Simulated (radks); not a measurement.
The numbers below are computed, except where a source is named.
Charge is removed step by step from the 5s1/2 level of Tm, starting from [Xe] 4f13 6s2. Level of theory: Dirac Kohn-Sham, BLYP, spin-unpolarised, spherical densities, finite nucleus; open shells fill j = l - 1/2 first; Fermi nuclear charge, rms radius 5.2256 fm (a radial shooting solver on a logarithmic mesh with Libxc functionals).

removed (e)  E - E(0) (eV)  eigenvalue (eV)  E minus straight line (eV)
0                    0.000          -53.034                       0.000
0.1                  5.361          -54.190                      -0.557
0.2                 10.839          -55.376                      -0.996
0.3                 16.437          -56.589                      -1.316
0.4                 22.158          -57.827                      -1.512
0.5                 28.003          -59.087                      -1.584
0.6                 33.976          -60.368                      -1.529
0.7                 40.077          -61.669                      -1.345
0.8                 46.310          -62.987                      -1.030
0.9                 52.675          -64.322                      -0.582
1                   59.175          -65.673                       0.000

Removing the whole electron costs 59.175 eV by Delta-SCF, against 53.034 eV from minus the eigenvalue at the starting occupation. Slater's transition state (half an electron removed) gives 59.087 eV. Integrating minus the eigenvalue over the occupation (Janak's theorem) gives 59.175 eV. The mean slope of the eigenvalue, de/dn, is 12.6 eV per electron.
